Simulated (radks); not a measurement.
Values are calculated unless marked as measured or tabulated.
Q: Zr4+, configuration [Kr] (the NIST ground configuration). Code: a radial shooting solver on a logarithmic mesh with Libxc functionals. Model: scalar-relativistic Kohn-Sham, revPBE, spin-polarised, spherical densities, finite nucleus; Fermi nuclear charge, rms radius 4.2694 fm. Some entries of the table are withheld. Estimate them.

orbital  occ.  eigenvalue (Ry)  <1/r> (bohr^-1)
1s          2        -1313.310            41.26
2s          2        -184.7158            9.251
2p          6        -165.0451              (1)
3s          2        -32.90315            3.141
3p          6        -26.49457              (2)
3d         10        -15.98762              (3)
4s          2         -7.02321            1.136
4p          6         -5.34909              (4)
4d          0         -2.96830           0.7625
5s          0              (5)           0.4844

A: 
(1) 2p <1/r> (bohr^-1): 9.012
(2) 3p <1/r> (bohr^-1): 2.982
(3) 3d <1/r> (bohr^-1): 2.742
(4) 4p <1/r> (bohr^-1): 1.013
(5) 5s eigenvalue (Ry): -2.45274
